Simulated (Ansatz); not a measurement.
A structure relaxed at PBE0-D4/def2-TZVP, charge 0, multiplicity 1:

| atom | x (Å) | y (Å) | z (Å) |
| --- | --- | --- | --- |
| B1 | -0.4487 | -1.1072 | 1.6146 |
| C2 | -0.3498 | -0.4408 | 0.2229 |
| O3 | 0.6172 | 0.5691 | 0.1173 |
| C4 | 0.6654 | 1.1386 | -1.1604 |
| H5 | 0.2487 | -0.7811 | 2.5272 |
| H6 | -1.2595 | -1.9765 | 1.7563 |
| H7 | -0.1751 | -1.2420 | -0.5244 |
| H8 | -1.3575 | -0.0595 | -0.0418 |
| H9 | 0.9152 | 0.3907 | -1.9268 |
| H10 | 1.4384 | 1.9077 | -1.1520 |
| H11 | -0.2943 | 1.6010 | -1.4330 |

Give its formula and SMILES.

C2H7BO, `BCOC`.

Point group (tolerance 0.08 Å, 0.16 Å for H)?

Cs.

Summarise the bond lengths by kind.

1 × B–C 1.546 Å; 2 × B–H 1.194 to 1.197 Å; 2 × C–O 1.400 to 1.402 Å; 5 × C–H 1.090 to 1.109 Å.

All numbers were calculated with Ansatz.
